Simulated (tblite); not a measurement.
Species: C₈H₁₃FS.
Atom-mapped SMILES: `[CH2:1]=[CH:2][CH2:3][C@@:4]1([F:5])[CH2:6][CH2:7][CH2:8][CH2:9][S:10]1` (hydrogens: H11, H12 on C1; H13 on C2; H14, H15 on C3; H16, H17 on C6; H18, H19 on C7; H20, H21 on C8; H22, H23 on C9)

Computed with GFN2-xTB (tblite), gas phase: L-BFGS steps from a force-field or distance-geometry start until the largest atomic force falls under 0.01 eV/Å.

At the end of the run (lengths in Å): C4–F5 1.384, C1=C2 1.319, C3–C4 1.530, C6–H16 1.092, C4–C6 1.524, C2–C3 1.497, C9–H23 1.089, C2–C3–C4 111.9°, C7–C8–C9 111.2°, C6–C7–C8 112.0°, C3–C4–C6 113.1°, C1–C2–C3–C4 -124°, C2–C3–C4–F5 -61°, C3–C4–C6–C7 -177°, H16–C6–C7–C8 58°, H20–C8–C7–C6 -58°.

Question: These geometries were met on the way; a selection of coordinates is given. Order them by energy above the end point, lowest first.
A. C4–F5 1.382, C1=C2 1.318, C3–C4 1.537, C6–H16 1.091, C4–C6 1.527, C2–C3 1.497, C9–H23 1.091, C2–C3–C4 113.1°, C7–C8–C9 112.2°, C6–C7–C8 113.8°, C3–C4–C6 114.3°, C1–C2–C3–C4 -123°, C2–C3–C4–F5 -61°, C3–C4–C6–C7 -178°, H16–C6–C7–C8 63°, H20–C8–C7–C6 -62°
B. C4–F5 1.388, C1=C2 1.324, C3–C4 1.542, C6–H16 1.091, C4–C6 1.532, C2–C3 1.504, C9–H23 1.089, C2–C3–C4 113.6°, C7–C8–C9 112.8°, C6–C7–C8 113.2°, C3–C4–C6 113.9°, C1–C2–C3–C4 -123°, C2–C3–C4–F5 -61°, C3–C4–C6–C7 -177°, H16–C6–C7–C8 64°, H20–C8–C7–C6 -63°
C. C4–F5 1.379, C1=C2 1.299, C3–C4 1.545, C6–H16 1.095, C4–C6 1.534, C2–C3 1.513, C9–H23 1.092, C2–C3–C4 113.9°, C7–C8–C9 112.9°, C6–C7–C8 113.1°, C3–C4–C6 113.6°, C1–C2–C3–C4 -123°, C2–C3–C4–F5 -61°, C3–C4–C6–C7 -177°, H16–C6–C7–C8 64°, H20–C8–C7–C6 -64°
D. C4–F5 1.384, C1=C2 1.320, C3–C4 1.532, C6–H16 1.091, C4–C6 1.522, C2–C3 1.499, C9–H23 1.089, C2–C3–C4 113.0°, C7–C8–C9 111.8°, C6–C7–C8 113.8°, C3–C4–C6 113.7°, C1–C2–C3–C4 -123°, C2–C3–C4–F5 -61°, C3–C4–C6–C7 -178°, H16–C6–C7–C8 61°, H20–C8–C7–C6 -61°
E. C4–F5 1.347, C1=C2 1.354, C3–C4 1.557, C6–H16 1.109, C4–C6 1.541, C2–C3 1.505, C9–H23 1.105, C2–C3–C4 113.1°, C7–C8–C9 113.0°, C6–C7–C8 113.0°, C3–C4–C6 112.7°, C1–C2–C3–C4 -124°, C2–C3–C4–F5 -59°, C3–C4–C6–C7 -178°, H16–C6–C7–C8 65°, H20–C8–C7–C6 -64°

Answer: D (0.013 eV), A (0.024 eV), B (0.044 eV), C (0.075 eV), E (0.139 eV).

```
step  E above end (eV)  rms distance from the end, all atoms (Å)  largest force (eV/Å)  rms shift of all bonds from the end (Å)
   8             0.013                                     0.044                 0.108                                    0.002
   5             0.024                                     0.051                 0.175                                    0.004
   2             0.044                                     0.058                 0.250                                    0.005
   1             0.075                                     0.059                 1.751                                    0.009
   0             0.139                                     0.061                 2.182                                    0.015
```

Rows stand in the order of the answer.
